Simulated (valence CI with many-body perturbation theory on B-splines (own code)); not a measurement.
Questions on Br³⁺

Level of theory: relativistic CI+MBPT: four valence electrons over a frozen Dirac-Fock core [Ar] 3d10, a basis of 11 s, 11 p, 9 d, 7 f, 5 g, 2 h, 1 i functions for each j, with the one-electron correlation potential Σ1 (screened to all orders), the two-electron term Σ2, the three-electron term Σ3, Breit, model QED; selected single and double excitations, second order for the rest, scaled by the run's own slope (own B-spline code, finite nucleus).

No measured levels were compared; by estimate levels hold to about 250 cm⁻¹ or 0.2 % of their energy and the worst to 1 %, as in measured heavy ions of charge 2 to 7; those with d or f electrons hold less well. Core correlation moves these levels by up to 6900 cm⁻¹, and in measured spectra 5 to 20 % of such shifts remained as error; rates that hang on mixing are uncertain with them. Among the levels kept, up to 470 cm⁻¹ of a level comes from second order outside the variational space, and about a tenth of that is noise between levels of different J, which matters for small intervals.

Rates and lifetimes use the calculated energies. Strong lines usually hold to 10 to 20 %, long lifetimes can be off by a factor of two.

Q: What is the ground level?

A: 4s²4p² ³P_0, composition 94 % 4s²4p² ³P + 2 % 4s²4p² ¹S.

Q: Among levels below 271391 cm⁻¹, which E1 lines absorb most strongly from the ground level?

A: to 4s²4p4d ³P°_1 at 56.42 nm, f = 2.50; to 4s4p³ ³S°_1 at 61.94 nm, f = 0.328; to 4s²4p4d ³P°_1 at 55.02 nm, f = 0.138.

Q: What is the ionisation energy?

A: 46.97 eV; NIST lists 47.782 ± 0.012 eV (measured).

Q: What are the static dipole polarisabilities of the lowest levels?

A: 4s²4p² ³P_0 5.91; 4s²4p² ³P_1 5.97 (tensor 0.055); 4s²4p² ³P_2 6.01 (tensor -0.11); 4s²4p² ¹D_2 6.07 (tensor 0.23) bohr³, of which the core gives 0.266.

Q: How is the term ³P of the ground level split?

A: J = 0 at 0.0, J = 1 at 2619, J = 2 at 5606 cm⁻¹.
